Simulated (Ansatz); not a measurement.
The cluster IrO₂ (the lowest doublet isomer of a short search) was relaxed with PBE0-D4 (def2-TZVP) in Ansatz in these states: neutral doublet, neutral quartet. The geometries follow in no particular order.

In the def2 sets Ir takes a core potential; there is no spin–orbit coupling.

A:

```xyz
3

Ir    0.1970   -0.2336   -0.5048
O    -1.1111   -0.9424    0.3475
O     0.9141    1.1761    0.1573
```

B:

Cartesian coordinates in Å:
```
Ir 0.102 -0.067 -0.023
O -0.154 0.438 -1.609
O 0.052 -0.371 1.633
```

**Question.** Judge from the bond lengths which geometry belongs to which state (an estimate).

**Answer.** A is the neutral quartet (Ir1–O3 1.715 Å, Ir1–O2 1.715 Å); B is the neutral doublet (Ir1–O3 1.684 Å, Ir1–O2 1.684 Å).

At PBE0-D4/def2-TZVP a doublet lies 0.93 eV below the neutral quartet. These are the stationary points nearest to one start from a short search; other shapes may lie lower in each state.
